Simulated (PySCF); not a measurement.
Gas-phase reaction: 3 Br₂ + 2 BH₃ = 2 BBr₃ + 6 H

Energies from PySCF (xtb for GFN2), thermal terms from the rigid-rotor harmonic-oscillator model, ideal gas at 1 bar. † marks an energy on the PBE0/def2-TZVP geometry and frequencies; other levels use their own. CCSD(T) freezes the core. 6-31G* has spherical d functions here. Open shells (unrestricted): H (multiplicity 2); the rest are closed-shell singlets. GFN2 has no spin-polarisation term. B3LYP is the form with VWN-RPA correlation. Br: all electrons, no relativistic terms. CCSD(T) isn't extrapolated to the basis-set limit; its ΔH°(298 K) is 471.8 kJ in def2-SVP and 558.7 kJ in def2-TZVPP. The harmonic model lacks anharmonicity and excited electronic states, which grow with temperature; levels with a mode under 35 cm⁻¹ are left out.

ΔH° and ΔS° at 298 K: B3LYP/6-31G* 657 kJ, 224 J/K; CCSD(T)/def2-SVP† 472 kJ, 225 J/K; GFN2-xTB 1216 kJ, 227 J/K; M06-2X/def2-TZVP† 589 kJ, 225 J/K.

Q: With the heat capacities included, give log10 K (1 bar) at 600, 1000, 1400, 1600, 2500 K from B3LYP/6-31G*, CCSD(T)/def2-SVP†, GFN2-xTB, M06-2X/def2-TZVP†.

A: 
| T (K) | B3LYP/6-31G* | CCSD(T)/def2-SVP† | GFN2-xTB | M06-2X/def2-TZVP† |
|---|---|---|---|---|
| 600 | -44.7 | -28.5 | -93.2 | -38.7 |
| 1000 | -20.6 | -10.9 | -49.7 | -17.0 |
| 1400 | -9.9 | -3.0 | -30.7 | -7.4 |
| 1600 | -6.5 | -0.5 | -24.7 | -4.3 |
| 2500 | 2.2 | 6.1 | -9.4 | 3.6 |
